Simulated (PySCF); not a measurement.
Work out the structure from these simulated measurements.

Formula: C3H11FN2Si.

* Triplet: lowest triplet excitation (Tamm–Dancoff): 6.27 eV [TDA CAM-B3LYP/def2-SVPD]
* 1H NMR: chemical shifts (computed TMS as zero) by class: 4.90 (1 H), 2.94 (1 H), 2.78 (1 H), 1.52 (1 H), 1.24 (1 H), 0.92 (3 H), 0.91 (2 H), 0.67 (1 H) ppm [GIAO PBE0/pcSseg-1]
* UV, strongest line: among the 8 lowest singlet transitions: S4 at 7.57 eV (164 nm, f = 0.081) [TDDFT CAM-B3LYP/def2-SVPD]
* Rotational structure: rotational constants A, B, C: 4.756, 0.958, 0.879 GHz [GFN2-xTB]
* Dipole: 1.79 D [CAM-B3LYP/def2-SVPD]
* 13C NMR: chemical shifts (computed TMS as zero) by class: 47.5 (1 C), 34.5 (1 C), 13.3 (1 C) ppm [GIAO PBE0/pcSseg-1]
* Polarisability: 77.4 au [CAM-B3LYP/def2-SVPD]

The electronic properties come from PySCF, for the isolated species, density fitting. Levels stand in brackets. The structure is a single GFN2-xTB conformer in the gas phase; no vibrational or solvent corrections. NMR values are class means; diastereotopic atoms form classes of their own.

Question: What is the compound? Reason from the data.

Answer: Numbering: `[CH3:1][CH2:2][CH2:3][NH:4][Si@H:5]([NH2:6])[F:7]`. Its formula, C3H11FN2Si, gives 0 degrees of unsaturation, so no ring and no π bond. 3 carbons fall into 3 classes; from least to most shielded: sp3 carbon bound to nitrogen [C3] (47.5 ppm), chain CH2 carbon [C2] (34.5 ppm), methyl carbon [C1] (13.3 ppm). Hydrogen classes from least to most shielded: 1 H on a fluorine-bound silicon, Si5 (4.90 ppm), 1 H on an sp3 carbon bound to nitrogen, C3 (2.94 ppm), 1 H on an sp3 carbon bound to nitrogen, C3 (2.78 ppm), 1 H on a chain CH2 carbon, C2 (1.52 ppm), 1 H on a chain CH2 carbon, C2 (1.24 ppm), 3 H on a methyl carbon, C1 (0.92 ppm), 2 H on a silicon-bound nitrogen, N6 (0.91 ppm), 1 H on a silicon-bound nitrogen, N4 (0.67 ppm). The optimised geometry has point group C1 and is an asymmetric top. Structure: `N[Si@H](F)NCCC`. The assignments are read from this structure; whether some other isomer fits the data as well wasn't checked. The mirror image fits equally.

Shape of the structure used: `[CH3:1][CH2:2][CH2:3][NH:4][Si@H:5]([NH2:6])[F:7]`: C1–C2–C3–N4 178°, C2–C3–N4–Si5 83°, C3–N4–Si5–N6 170°, H–N6–Si5–N4 -179°, H–N6–Si5–N4 -40°.
